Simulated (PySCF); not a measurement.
Te(OH)(SH) (H₂OSTe), SMILES O[Te]S. Atoms are numbered in the order given.

```xyz
5

Te     0.5279    -0.0207     0.0567
O     -0.0920    -1.8408     0.5304
H     -0.2148    -2.3492    -0.2807
S     -1.5377     1.0467    -0.4798
H     -1.8943     1.4074     0.7670
```

Geometry optimised at B3LYP-D3(BJ)/def2-TZVP. The def2 effective core potentials stand for the cores of Te; spin–orbit coupling is left out. The values are those of a single conformer.

Level of theory: r2SCAN/def2-TZVPD in PySCF.

Mulliken values depend strongly on the basis, most of all with diffuse functions as here. ESP charges are fitted to the potential on shells at 1.4 to 2.0 van der Waals radii. Atomic charges (e):

| atom | ESP fit | Mulliken |
|---|---|---|
| Te1 | 0.18 | 0.38 |
| O2 | -0.49 | -0.58 |
| H3 | 0.37 | 0.35 |
| S4 | -0.24 | -0.40 |
| H5 | 0.18 | 0.25 |
